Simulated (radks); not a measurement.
Results of a calculation; reference values are marked as such.
The hafnium ion Hf8+ is in [Kr] 4d10 4f11 5s2 5p5. Code: a radial shooting solver on a logarithmic mesh with Libxc functionals. Model: scalar-relativistic Kohn-Sham, PBE, spin-polarised, spherical densities, finite nucleus; Fermi nuclear charge, rms radius of each element as measured or else 0.836 A^(1/3) + 0.57 fm. Open shells are filled with parallel spins first. One electron is removed from 5p, 4d, 5s, 4f in turn, with full relaxation. Which removal costs least, and what does each cost?

Answer. 5p 159.61 eV; 4f 169.63 eV; 5s 197.67 eV; 4d 363.63 eV. The 5p electron leaves first.
